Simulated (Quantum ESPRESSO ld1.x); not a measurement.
Results of a calculation; reference values are marked as such.
These are the eigenvalues of the occupied orbitals of an atom or ion with whole-number occupations (eV). Level of theory: Dirac Kohn-Sham, PBE, spin-unpolarised, spherical densities, point nucleus (ld1.x of Quantum ESPRESSO 7.5).

orbital  eigenvalue
1s1/2    -90103.408
2s1/2    -17845.794
2p1/2    -17221.907
2p3/2    -15030.500
3s1/2     -5830.114
3p1/2     -5555.273
3p3/2     -5052.632
3d3/2     -4611.546
3d5/2     -4503.775
4s1/2     -2668.600
4p1/2     -2548.527
4p3/2     -2388.278
4d3/2     -2199.564

Which element is it, and in what charge state? The configuration may be excited. Open shells, if any, fill j = l - 1/2 first.

Answer. Z = 82, lead, charge +44: Pb44+ in [Kr] 4d2. The list shows which subshells hold electrons but not how many an open one holds; the 1s level, -3311.2 hartree, gives Z - s = 81.4 by -(Z - s)^2/2, which with screening and relativity narrows Z to a few neighbours, and the depths of the outer levels then fix element, charge and occupations together.
